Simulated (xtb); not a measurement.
MgF2, SMILES [F][Mg][F]. All values are semi-empirical tight-binding results from xtb (GFN2-xTB unless named), good for trends rather than for accurate numbers. Geometry: GFN2-xTB. The isomer is the one that the SMILES or the coordinates give; other isomers of the formula were not compared.

Optimised geometry:

Bonds (Å): Mg1–F2 1.697, Mg1–F3 1.697. Angles (°): F2–Mg1–F3 176.7.
Charge 0, spin multiplicity 1.

A frequency run showed that this geometry is not a minimum.

For metal compounds this method's bond lengths and energies can be far off.

Q: Estimate the properties. (Estimate from the structure and the level; the computed values follow.)

A: 
| Item | Result |
|---|---|
| orbital gap | 2.51 eV |

Computed atomic charges and the Wiberg bond orders between heavy atoms:
charges (e) Mg1 0.54, F2 -0.27, F3 -0.27. Bond orders Mg1–F2 1.10, Mg1–F3 1.10.
